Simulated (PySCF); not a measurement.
# Radial density of N (nitrogen, neutral)

PBEsol, [He] 2s1 2p4, high-spin 4P determinant (an excited configuration). All numbers are calculated (PySCF 2.14, the spin-free X2C one-electron Hamiltonian (Gaussian nucleus), in dyall-av3z).

```csv
r (bohr),4πr²ρ (e/bohr),4πr²(ρα − ρβ)
0.00309,0.02427,0.0006
0.00520,0.06587,0.0017
0.00875,0.1755,0.0045
0.0147,0.4532,0.0116
0.0248,1.107,0.0282
0.0416,2.465,0.0625
0.0700,4.695,0.1172
0.118,6.904,0.1681
0.198,6.720,0.1869
0.333,3.779,0.3846
0.561,2.504,1.2913
0.943,3.299,2.2080
1.59,2.194,1.3611
2.67,0.5267,0.2257
4.49,0.03936,0.0009
7.55,0.0006286,-0.0004
```

Densities and radii are taken from the X2C orbitals without a picture-change correction, which distorts them close to the nucleus.
